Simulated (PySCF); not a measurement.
A search over the determinants of InSb⁻

Unrestricted PBE0; PySCF, scalar-relativistic core potentials, basis sets In def2-TZVPPD with ECP28, Sb def2-TZVPPD with ECP28. Outer shells of the fragments: In 4d10 5s2 5p1; Sb− 4d10 5s2 5p4.

Followed along the bond (rough minima from three points):

```tsv
2Ms+1	unpaired	⟨S²⟩ at the start	R at minimum (Å)	Te (eV)
2	π ↑	0.76	2.74	0.00
2	σ ↑	0.76	2.61	0.10
```

Solutions found at the starting distance of 2.855 Å, counted from the lowest of them; the search is not exhaustive and high or unbound solutions are not listed, so other states can lie among these:

```json
{"2Ms+1": "2", "unpaired": "π ↑", "term": "²Π", "E (eV)": "0.00", "⟨S²⟩": "0.76", "⟨Lz²⟩": "1.02", "μ (D)": "-1.89"}
{"2Ms+1": "2", "unpaired": "σ ↑", "term": "²Σ⁺", "E (eV)": "0.27", "⟨S²⟩": "0.76", "⟨Lz²⟩": "0.00", "μ (D)": "-3.11"}
```

A term symbol is given only where ⟨S²⟩ and ⟨Lz²⟩ are close to those of a pure state; real π, δ and φ orbitals otherwise mix terms. A positive dipole points towards Sb; it is taken about the centre of mass and depends on that origin.

**Question.** Compare the gap between the two lowest followed solutions at the starting distance with the gap between their minima.

**Answer.** At PBE0 the second solution (doublet, unpaired electrons σ ↑) lies +0.27 eV from the first (doublet, unpaired electrons π ↑) at 2.855 Å and +0.10 eV at the minima; the two curves relax by different amounts, since their minima lie near 2.61 and 2.74 Å.

Spin–orbit coupling is left out.
